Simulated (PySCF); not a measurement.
**Deuteron quadrupole couplings in `C[SiH2]CO[C@@H]([SiH3])C[SiH3]`**

Species: C4H16OSi3.
Cartesian coordinates in Å at the GFN2-xTB level; atoms count from 1:
```xyz
24
C4H16OSi3 angstrom
C      2.792    1.227    0.469
Si     2.506    0.042   -0.982
C      0.992   -1.051   -0.574
O     -0.062   -0.172   -0.261
C     -1.337   -0.782   -0.022
Si    -1.440   -1.436    1.772
C     -2.346    0.315   -0.332
Si    -1.546    1.409   -1.674
H      1.891    1.800    0.675
H      3.592    1.930    0.256
H      3.056    0.691    1.377
H      3.657   -0.854   -1.174
H      2.230    0.776   -2.222
H      1.189   -1.725    0.270
H      0.713   -1.689   -1.426
H     -1.465   -1.593   -0.757
H     -1.049   -0.343    2.660
H     -0.541   -2.576    1.973
H     -2.814   -1.870    2.022
H     -2.546    0.915    0.556
H     -3.294   -0.119   -0.646
H     -0.546    2.317   -1.123
H     -1.008    0.585   -2.758
H     -2.636    2.224   -2.238
```

Level: PBE0/pcSseg-1 (PySCF, non-relativistic); Q(2H) = 0.00286 b; rigid geometry, the same for H and D, with no vibrational averaging.

Question: Rank these positions by the coupling χzz of a deuteron there, largest first.
A. H9 (methyl hydrogen)
B. H20 (methylene hydrogen)
C. H13 (Si–H hydrogen)
D. H16 (methine hydrogen)
E. H22 (Si–H hydrogen)
F. H15 (methylene hydrogen)

Answer: A (216 kHz), B (210 kHz), F (195 kHz), D (189 kHz), E (113 kHz), C (108 kHz).

Question: Tabulate Vzz, the asymmetry η and χzz = 234.96 MHz × Q × Vzz for every hydrogen position.

Answer: 
```tsv
atom	bonded to	bond length (Å)	Vzz (au)	η	χzz (kHz)
H9	C1	1.087	0.3218	0.01	216
H10	C1	1.086	0.3253	0.01	219
H11	C1	1.087	0.3234	0.01	217
H12	Si2	1.472	0.1567	0.01	105
H13	Si2	1.466	0.1609	0.01	108
H14	C3	1.098	0.2918	0.10	196
H15	C3	1.100	0.2896	0.10	195
H16	C5	1.102	0.2806	0.09	189
H17	Si6	1.462	0.1647	0.01	111
H18	Si6	1.466	0.1614	0.01	108
H19	Si6	1.463	0.1638	0.01	110
H20	C7	1.090	0.3122	0.05	210
H21	C7	1.089	0.3168	0.04	213
H22	Si8	1.459	0.1686	0.04	113
H23	Si8	1.464	0.1649	0.03	111
H24	Si8	1.473	0.1571	0.01	106
```

Question: Average by the element that carries the hydrogen.

Answer: on C: 207 kHz over 8 positions, mean bond length 1.092 Å; on Si: 109 kHz over 8 positions, mean bond length 1.466 Å.

Question: How does χzz go with the bond length over the 8 C–H bonds?

Answer: A straight-line fit has a slope of -18.2 kHz for each 0.01 Å, with a correlation coefficient of -1.00, over lengths from 1.086 to 1.102 Å. The longer bonds have the smaller couplings here.

Geometry: GFN2-xTB, one conformer, isolated molecule. GFN2-xTB bond lengths can be off by several hundredths of an ångström, more for odd bonds, and the gradients follow them. A larger basis could move these couplings by a tenth or more.

The run behind these numbers computed NMR shieldings as well. Hardware: Arm Neoverse N1, one thread, on a shared host. Cost: 1.7 min of wall time, 1.1 GiB resident at most.
